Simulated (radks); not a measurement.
The numbers below are computed, except where a source is named.
Task: The gold ion Au+, 78 electrons, occupied as [Xe] 4f14 5d10 6s(up 0, down 0). Level of theory: scalar-relativistic Kohn-Sham, PBE, spin-polarised, spherical densities, point nucleus (a radial shooting solver on a logarithmic mesh with Libxc functionals). Some entries of the table are withheld. Estimate them.

orbital  occ.  eigenvalue (Ry)  <r^2> (bohr^2)
1s          2        -5938.477       0.0003929
2s          2        -1048.264        0.005992
2p          6              (1)        0.005047
3s          2        -247.8907         0.03864
3p          6              (2)         0.03974
3d         10        -162.7069             (3)
4s          2        -54.29185          0.1869
4p          6        -40.78202          0.2136
4d         10        -24.57465          0.2428
5s          2         -8.59040             (4)
4f         14         -6.58413          0.3016
5p          6         -5.02319           1.305
5d         10         -1.12661           2.959
6s          0         -0.97100           7.932

Result: 
(1) 2p eigenvalue (Ry): -906.1550
(2) 3p eigenvalue (Ry): -206.6804
(3) 3d <r^2> (bohr^2): 0.03292
(4) 5s <r^2> (bohr^2): 0.9654
